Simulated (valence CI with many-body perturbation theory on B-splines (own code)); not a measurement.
# E1 line list for Rh32+

Calculated by valence CI with perturbative core correlation (CI+MBPT): three valence electrons over a frozen Dirac-Fock core [Ne], radial functions for each j: 11 s, 11 p, 10 d, 8 f, 5 g, 2 h, with the one-electron correlation potential Σ1, the two-electron term Σ2, the three-electron term Σ3, Breit, model QED; selected CI, second order for the rest, scaled by the run's own slope (own B-spline code, finite nucleus).

The last digits are not significant, and no measured levels were compared; by estimate large intervals hold to a few tenths of a per cent, small ones and those within an open d or f shell to about a per cent.

Lines 151 to 200 of 577 in falling wavelength, among levels below 940.85 eV, chosen from the strongest by gf and those to the six lowest levels. Wavelengths and rates use the calculated energies. Electric multipoles are in the length gauge, E1 and E2 with the static RPA response of the core. Weak lines are less certain than strong ones. Lines between different terms over intervals too small for the method are left out, as are lines whose strength nearly cancels. The highest levels of a list are the least certain.

Names give the largest LS component (configuration and term), which can be under half, so a name can repeat, a term be missing and a line seem to break the LS rules; names also repeat where a configuration has a term twice. Letters in brackets count levels of one name in rising energy.

```
λ vac (nm)                 Upper                 Lower   A (s⁻¹)  S (a.u.) with core polarisation  S without
     10.54            3d3 2G_9/2    3p.3d2 2F°_7/2 [b]  6.54e+09                         3.78e-02   3.87e-02
     10.53  3s.3p.3d 2F°_7/2 [b]         3s2.3d 2D_5/2  1.29e+11                         5.94e-01   6.08e-01
     10.53         3p2.3d 4D_7/2      3s.3p.3d 4D°_7/2  2.32e+10                         1.07e-01   1.09e-01
     10.53    3p.3d2 2D°_5/2 [b]         3s.3d2 2F_5/2  1.58e+10                         5.47e-02   5.59e-02
     10.52    3p.3d2 2G°_9/2 [b]         3s.3d2 2G_9/2  2.87e+10                         1.65e-01   1.69e-01
     10.51    3p.3d2 4D°_7/2 [a]     3p2.3d 2D_5/2 [a]  2.68e+10                         1.23e-01   1.25e-01
     10.50    3p.3d2 2G°_9/2 [a]     3p2.3d 2F_7/2 [b]  1.40e+10                         8.01e-02   8.19e-02
     10.50    3p.3d2 2P°_1/2 [c]         3s.3d2 2P_1/2  2.96e+10                         3.38e-02   3.46e-02
     10.49           3p3 4S°_3/2         3s.3p2 4P_5/2  2.33e+10                         5.31e-02   5.44e-02
     10.49    3p.3d2 4D°_7/2 [b]     3s.3d2 4F_5/2 [b]  8.66e+09                         3.95e-02   4.03e-02
     10.48    3p.3d2 2G°_9/2 [b]         3s.3d2 2G_7/2  3.34e+10                         1.90e-01   1.94e-01
     10.48            3d3 2H_9/2    3p.3d2 2G°_9/2 [a]  5.94e+09                         3.37e-02   3.45e-02
     10.47            3d3 2G_7/2    3p.3d2 2F°_5/2 [b]  2.91e+10                         1.32e-01   1.35e-01
     10.46     3p2.3d 2P_3/2 [b]  3s.3p.3d 2D°_3/2 [b]  2.45e+10                         5.54e-02   5.66e-02
     10.45            3d3 2F_7/2    3p.3d2 2D°_5/2 [b]  2.17e+10                         9.77e-02   9.98e-02
     10.45      3s.3p.3d 4D°_7/2         3s.3p2 2D_5/2  1.18e+10                         5.31e-02   5.43e-02
     10.45     3p2.3d 2D_3/2 [b]  3s.3p.3d 2P°_1/2 [b]  7.21e+10                         1.62e-01   1.66e-01
     10.44        3p.3d2 4F°_9/2         3p2.3d 4D_7/2  7.98e+09                         4.48e-02   4.59e-02
     10.42         3p2.3d 2G_9/2      3s.3p.3d 4F°_7/2  2.56e+10                         1.43e-01   1.46e-01
     10.42        3p.3d2 4S°_3/2         3s.3d2 4P_3/2  2.52e+10                         5.63e-02   5.76e-02
     10.42         3s.3d2 2G_9/2  3s.3p.3d 2F°_7/2 [b]  1.27e+11                         7.09e-01   7.25e-01
     10.41    3p.3d2 2D°_5/2 [b]         3s.3d2 2D_3/2  3.67e+10                         1.23e-01   1.26e-01
     10.41    3p.3d2 4D°_7/2 [b]         3p2.3d 4F_9/2  1.74e+10                         7.74e-02   7.92e-02
     10.40     3p2.3d 2F_5/2 [c]       3p3 2P°_3/2 [b]  1.19e+11                         3.97e-01   4.06e-01
     10.40        3d3 2D_5/2 [a]    3p.3d2 2D°_3/2 [b]  3.25e+10                         1.08e-01   1.10e-01
     10.40         3s.3d2 2G_7/2  3s.3p.3d 2F°_5/2 [b]  1.32e+11                         5.87e-01   6.01e-01
     10.38        3p.3d2 4F°_3/2         3s.3d2 4F_3/2  2.64e+10                         5.83e-02   5.97e-02
     10.38         3s.3p2 2D_3/2        3s2.3p 2P°_1/2  3.08e+10                         6.80e-02   6.96e-02
     10.38    3p.3d2 2F°_5/2 [a]         3p2.3d 2G_7/2  1.50e+10                         4.95e-02   5.06e-02
     10.35    3p.3d2 4F°_5/2 [a]     3p2.3d 4P_3/2 [a]  1.24e+10                         4.07e-02   4.16e-02
     10.34            3d3 4P_5/2        3p.3d2 4S°_3/2  5.28e+10                         1.73e-01   1.77e-01
     10.34         3p2.3d 4P_5/2      3s.3p.3d 4F°_7/2  1.62e+10                         5.30e-02   5.42e-02
     10.33         3p2.3d 4F_7/2  3s.3p.3d 4F°_5/2 [b]  2.21e+10                         9.64e-02   9.87e-02
     10.30         3s.3d2 2F_7/2  3s.3p.3d 2D°_5/2 [b]  1.29e+11                         5.59e-01   5.72e-01
     10.29    3p.3d2 2P°_3/2 [b]     3p2.3d 2D_3/2 [b]  2.05e+10                         4.41e-02   4.50e-02
     10.28     3p2.3d 2F_5/2 [a]      3s.3p.3d 4F°_3/2  1.50e+10                         4.83e-02   4.94e-02
     10.28    3p.3d2 4F°_5/2 [b]     3s.3d2 4F_5/2 [a]  3.00e+10                         9.65e-02   9.87e-02
     10.28        3p.3d2 2G°_7/2         3p2.3d 2G_7/2  1.45e+10                         6.20e-02   6.34e-02
     10.28        3d3 2D_5/2 [b]    3p.3d2 2D°_5/2 [c]  5.04e+10                         1.62e-01   1.65e-01
     10.27            3d3 4F_5/2        3p.3d2 4F°_3/2  2.71e+10                         8.68e-02   8.87e-02
     10.26            3d3 2G_7/2        3p.3d2 4P°_5/2  8.07e+09                         3.44e-02   3.51e-02
     10.25         3s2.3d 2D_3/2        3s2.3p 2P°_3/2  1.37e+10                         2.91e-02   2.98e-02
     10.25    3p.3d2 2D°_5/2 [a]     3p2.3d 2F_7/2 [a]  1.09e+10                         3.48e-02   3.56e-02
     10.24     3p2.3d 2F_5/2 [b]  3s.3p.3d 2F°_5/2 [a]  2.26e+10                         7.21e-02   7.37e-02
     10.24            3d3 4F_7/2    3p.3d2 4F°_5/2 [b]  5.55e+10                         2.35e-01   2.40e-01
     10.22           3d3 2H_11/2       3p.3d2 2H°_11/2  3.49e+10                         2.21e-01   2.26e-01
     10.22     3p2.3d 2D_5/2 [b]  3s.3p.3d 2F°_7/2 [a]  4.41e+10                         1.39e-01   1.43e-01
     10.21     3p2.3d 2D_5/2 [c]  3s.3p.3d 2F°_7/2 [b]  5.24e+10                         1.65e-01   1.69e-01
     10.21     3p2.3d 2D_3/2 [a]  3s.3p.3d 2F°_5/2 [a]  5.09e+10                         1.07e-01   1.09e-01
     10.21            3d3 4P_1/2    3p.3d2 4D°_3/2 [c]  3.22e+10                         3.39e-02   3.46e-02
```
